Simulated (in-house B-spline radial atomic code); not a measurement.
Values are calculated unless marked as measured or tabulated.
Correlation energy from the adiabatic connection: −Z/r, Z = 1.7

Two electrons in a singlet, external potential −Z/r, Z = 1.7 (atomic units). Full CI in B-splines (partial waves to l = 8, correlation up to 0.6 % small) with the density held fixed gives W(λ) = <V_ee>_λ − U, and E_c is the integral of W(λ) − W(0) from 0 to 1.

| λ | W(λ) − W(0) (hartree) |
| --- | --- |
| 0 | 0.00000 |
| 0.02 | -0.00195 |
| 0.05 | -0.00483 |
| 0.12 | -0.01137 |
| 0.25 | -0.02289 |
| 0.4 | -0.03523 |
| 0.6 | -0.05029 |
| 0.8 | -0.06395 |
| 1 | -0.07637 |

(1) Integrate the table by the trapezoid rule.

(2) Now use only three numbers: W(0) = -0.83589, the initial slope W'(0) = -0.09795 (extrapolated from the first points) and the strong-coupling limit of the point-charge-plus-continuum model, W∞ = -1.195. What do second-order theory and the interpolation W(λ) = W∞ + (W(0) − W∞)/√(1 + 2χλ) of Seidl, Perdew and Levy give?

## Answers

(1) The strips give -0.00002, -0.00010, -0.00057, -0.00223, -0.00436, -0.00855, -0.01142, -0.01403, which sum to -0.04128 hartree. The direct value, W(1) − W(0) + T_c with T_c = 0.03500, is -0.04137; the curve is convex, so chords lie above it and the trapezoids fall short in size by 0.21 %.

(2) Second order keeps the slope alone: E_c = W'(0)/2 = -0.04897, +18 % in size against -0.04137. Matching the slope fixes χ = W'(0)/(W∞ − W(0)) = -0.09795/(-0.35911) = 0.27276. Integrating, with s = √(1 + 2χ) = 1.243188, E_c = −(W(0) − W∞)(s − 1)/(s + 1) = −0.35911 × 0.243188/2.243188 = -0.03893 hartree, -5.9 % in size against the full result. At λ = 1 the formula gives W − W(0) = -0.07025 against -0.07637. Part of the miss can come from the model's W∞.
